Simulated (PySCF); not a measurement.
C2H4BBr, SMILES B/C=C\Br, PBE0/def2-SVP optimised geometry.

```
8

B      1.09     0.56     0.00
C      0.16    -0.67     0.00
C     -1.18    -0.67     0.00
Br    -2.29     0.84     0.00
H      2.29     0.40     0.00
H      0.64     1.68     0.00
H      0.59    -1.68     0.00
H     -1.78    -1.59     0.00
```

Density from PBE0/def2-TZVP (PySCF 2.14.0) at that geometry.

Minimum of the electron density along straight lines between bonded atoms, close to the bond critical point (lines longer than 1.1 times the sum of covalent radii, or with two minima, are not listed):

```tsv
bond	length / Å	ρ at the minimum / e bohr⁻³	∇²ρ there / e bohr⁻⁵	position (fraction from the first atom)
B1–C2	1.542	0.189	-0.13	0.33
C2–C3	1.347	0.341	-1.04	0.46
C3–Br4	1.871	0.175	-0.22	0.45
B1–H5	1.209	0.181	-0.38	0.43
B1–H6	1.207	0.183	-0.39	0.44
C2–H7	1.098	0.274	-0.93	0.65
C3–H8	1.095	0.284	-1.02	0.66
```
